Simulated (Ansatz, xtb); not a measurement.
Ranking isomers of C6H7ClO2

8 gas-phase structures of C6H7ClO2, from a drawn sample of its isomers (lower ones may exist). Each was relaxed with GFN2-xTB; where two conformers were screened, the lower at r2SCAN-D4/def2-SVP is listed:

A. `COC(=O)C1=CC[C@@H]1Cl`, a singlet
B. `CO[C@@H]1C=C(Cl)C(=O)C1`, a singlet
C. `O=C1CC[C@H](Cl)C=CO1`, a singlet
D. `O=C(O)C(Cl)=C1CCC1`, a singlet
E. `O=COC1=CC[C@H](Cl)C1`, a singlet
F. `CC1=C[C@@H](C(=O)O)[C@H]1Cl`, a singlet
G. `C/C=C(/C=C/Cl)OC=O`, a singlet
H. `COCc1coc(Cl)c1`, a singlet

**Question.** Make a reasoned guess at their ranking by r2SCAN-D4/def2-SVP single-point energy.

**Answer.** Calculated order at r2SCAN-D4/def2-SVP: C (0.0), E (3.5), D (8.2), F (11.0), B (17.6), G (17.7), A (22.4), H (26.3) kcal/mol. Less than 1 kcal/mol parts B and G, so the order within that pair means little.

Energies above the lowest of each column, in kcal/mol; the last columns are at PBE-D3(BJ)/def2-SVP geometries and were run for some of them only (a dash: not run or not comparable):

```csv
structure,GFN2-xTB,HF/STO-3G,r2SCAN-D4/def2-SVP,PBE-D3(BJ)/def2-SVP,CCSD(T)/def2-SVP + ΔMP2/def2-TZVPP
C,0.6,1.5,0.0,0.0,0.0
E,0.0,0.0,3.5,2.9,0.2
D,6.2,20.7,8.2,7.1,7.6
F,16.6,26.7,11.0,10.0,6.8
B,15.6,9.5,17.6,18.2,–
G,22.4,45.3,17.7,16.8,–
A,21.7,26.7,22.4,–,–
H,7.0,9.0,26.3,–,–
```

CCSD(T)/def2-SVP + ΔMP2/def2-TZVPP has C and E within 1 kcal/mol of each other at the bottom, and every level picks one of them. CCSD(T)/def2-SVP + ΔMP2/def2-TZVPP orders those it was run on as C (0.0), E (0.2), F (6.8), D (7.6) kcal/mol. Less than 1 kcal/mol parts C and E; F and D, so the order within those pairs means little. Some further structures that were screened fall inside this span and aren't listed. Flexible structures stand in one conformer each, not always the lowest. Frequencies (GFN2-xTB) were run for C, D, E, F alone. ΔMP2 is the change of the MP2 energy from the smaller to the larger basis.

Over these structures GFN2-xTB departs from r2SCAN-D4/def2-SVP by 4.7 kcal/mol on average once a common shift is removed. A GFN2-xTB relaxation took about 0.11 s and the r2SCAN-D4/def2-SVP energy about 2.6 s on a shared host (Ansatz 0.2.0, xtb 6.7.1).
